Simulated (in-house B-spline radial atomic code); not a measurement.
Spin-orbit splittings of orbital energies (j = l + 1/2 less j = l - 1/2) and ratios of mean radii (lower j over upper j) along the 43-electron series, configuration [Kr] 4d7. Computed with a radial B-spline atomic code at the basis-set limit: Dirac-Hartree-Fock, average of the configuration, finite nuclei.

```tsv
ion	Z	splitting of 2p (eV)	radius ratio of 2p	splitting of 3p (eV)	radius ratio of 3p	splitting of 4d (eV)	radius ratio of 4d
Pm18+	61	561.9	0.92727	116.14	0.95351	5.52	0.98888
Sm19+	62	604.53	0.92471	125.81	0.95198	6.1259	0.98861
Eu20+	63	649.73	0.9221	136.11	0.95042	6.7776	0.98833
Gd21+	64	?	?	?	?	?	?
Tb22+	65	748.3	0.91671	158.74	0.94721	8.2274	0.98773
Dy23+	66	801.92	0.91393	171.14	0.94555	9.0302	0.98742
Ho24+	67	858.62	0.91109	184.31	0.94385	9.8881	0.9871
Er25+	68	918.55	0.90819	198.29	0.94212	10.804	0.98677
Tm26+	69	981.84	0.90524	213.12	0.94035	11.779	0.98643
Yb27+	70	1048.66	0.90222	228.83	0.93854	12.817	0.98608
Lu28+	71	1119.16	0.89915	245.48	0.93669	13.921	0.98573
Hf29+	72	?	?	?	?	?	?
Ta30+	73	1271.91	0.89281	281.75	0.93288	16.335	0.98499
W31+	74	1354.51	0.88955	301.47	0.93091	17.651	0.98461
Re32+	75	1441.53	0.88622	322.31	0.9289	19.043	0.98422
Os33+	76	?	?	?	?	?	?
Ir34+	77	1629.58	0.87936	367.58	0.92475	22.07	0.98343
Pt35+	78	1731.06	0.87583	392.13	0.92261	23.71	0.98302
Au36+	79	1837.81	0.87223	418.02	0.92042	25.439	0.9826
```

Fill in the row of Gd21+.

splitting of 2p (eV): 697.61; radius ratio of 2p: 0.91943; splitting of 3p (eV): 147.08; radius ratio of 3p: 0.94883; splitting of 4d (eV): 7.4774; radius ratio of 4d: 0.98803.

Fill in the row of Hf29+.

splitting of 2p (eV): 1193.52; radius ratio of 2p: 0.89601; splitting of 3p (eV): 263.1; radius ratio of 3p: 0.9348; splitting of 4d (eV): 15.092; radius ratio of 4d: 0.98536.

Fill in the row of Os33+.

splitting of 2p (eV): 1533.14; radius ratio of 2p: 0.88283; splitting of 3p (eV): 344.33; radius ratio of 3p: 0.92685; splitting of 4d (eV): 20.515; radius ratio of 4d: 0.98383.

With what power of Z does the column «splitting of 2p (eV)» change over this range?

A fit of the logarithm of its size against log Z from Z = 61 to 79 has slope 4.58. An unscreened hydrogenic electron would give 4 at low Z; screening makes the apparent power larger near the neutral end, and relativity raises it again at high Z.
